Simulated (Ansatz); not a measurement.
`C[SiH2]F` + `BNC` → `BN(C)[SiH2]C` + H–F at 700 K and 1 bar (ligand exchange at the Si–F bond).

Program: Ansatz. Geometries: PBE0-D4/def2-TZVP. ΔE: electronic, gas phase. CCSD(T)/CBS adds triple-zeta CCSD(T) − MP2 to the extrapolated MP2 energy (def2 sets, frozen cores). This one scheme is used for every species. Each species was taken in one conformer, which may not be the lowest.

```
       species  CCSD(T)/CBS energy (Eh)  H − E (kJ/mol)  S (J/(mol·K))
    `C[SiH2]F`               -430.00374           203.1          369.0
         `BNC`               -121.18426           253.9          346.7
`BN(C)[SiH2]C`               -450.75646           412.5          509.0
           H–F               -100.39570            45.2          198.5
```

H − E and S are ideal-gas, rigid-rotor, harmonic terms from PBE0-D4/def2-TZVP, for one conformer and one mirror image of each species. 1 Eh = 2625.50 kJ/mol, R = 8.31446 J/(mol·K).

Task: By hand: ΔE, ΔH, ΔS and ΔG.

Result: ΔE = (-450.75646) + (-100.39570) − (-430.00374) − (-121.18426) = 0.03584 Eh = 94.1 kJ/mol. Δ(H − E) = 412.5 + 45.2 − 203.1 − 253.9 = 0.7, so ΔH = 94.8 kJ/mol. ΔS = 509.0 + 198.5 − 369.0 − 346.7 = -8.2 J/(mol·K). ΔG = 94.8 − 700 × (-8.2)/1000 = 100.5 kJ/mol.

Task: By hand: the equilibrium constant, and the temperature at which ΔG would vanish if ΔH and ΔS stayed fixed.

Result: log₁₀ K = −ΔG/(RT ln 10) = -7.5. ΔH and −TΔS have one sign here, so there is no such temperature.

The number of gas molecules stays the same, so ΔS is small and ΔH decides. A doubt of 5 kJ/mol in ΔE shifts log₁₀ K by 0.4 here. Other conformers and mirror images would add mixing entropy, several J/(mol·K) or more a flexible species. Modes under 60 cm⁻¹, often nearly free rotors, make the harmonic entropy too high. These are equilibria of isolated gas molecules and say nothing of rates. Largest T1 diagnostic: 0.012 (customary marks: 0.02 for closed shells, 0.045 for open ones).

ΔS is within the doubt of such terms, so its sign, and with it that verdict, could turn.
